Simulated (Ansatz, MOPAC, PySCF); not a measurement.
Lewis adduct: AlH3 (SMILES [AlH3]) (first 4 atoms) with H2O (SMILES O); geometry from B3LYP-D3(BJ)/def2-TZVP, rigid monomers moved along the line of their centres of mass till Al1···O5 is 2.86 Å.
(charge 0, multiplicity 1):
```xyz
7

Al    -0.021     0.218     0.326
H      0.603    -0.935    -0.566
H     -1.608     0.386     0.337
H      0.869     1.510     0.619
O      0.157    -0.838     2.979
H     -0.708    -0.940     3.397
H      0.705    -0.294     3.559
```

Interaction energies are E(AB) − E(A) − E(B) at the monomers' geometry in the complex; basis-set methods are counterpoise corrected. Rows marked so take none.

Cores are frozen in the correlated methods. CBS(a, b) extrapolates the correlation energy as X⁻³ and adds the Hartree–Fock energy of set b. Rows in 6-31G* carry no dispersion term and start afresh at each structure (6-31G* with six Cartesian d functions). MP2/6-31G* freezes PySCF's default core. The state that AM1, PM6, PM7 reach isn't checked; PM7 holds dispersion and hydrogen-bond terms.

Run with Ansatz (Gaussian basis) for Hartree–Fock, density functionals and correlated methods; MOPAC for AM1, PM6, PM7 (differences of heats of formation); PySCF for 6-31G* rows, the dispersion terms. Each number belongs to the level named beside it.

Other levels give for the interaction energy: PBE/def2-TZVPPD -452.7; B3LYP/def2-TZVPPD -419.8; B3LYP-D3(BJ)/def2-TZVPPD -467.8; wB97M-V/def2-TZVPPD -486.3; CCSD(T)/CBS(aug-cc-pV(D+d)Z, aug-cc-pV(T+d)Z) -470.7 meV.

Common cheap choices:

```tsv
level	interaction energy (meV)	less -470.7 (CCSD(T)/CBS(aug-cc-pV(D+d)Z, aug-cc-pV(T+d)Z))
AM1	-247.2	223.6
PM6	-170.6	300.1
PM7	-435.7	35.1
HF/6-31G* (no counterpoise)	-558.0	-87.2
BP86/6-31G* (no counterpoise)	-624.2	-153.5
B3LYP/6-31G*	-494.4	-23.6
M06-2X/6-31G* (no counterpoise)	-660.3	-189.5
MP2/6-31G* (no counterpoise)	-637.3	-166.5
```

Ansatz is an electronic-structure program.
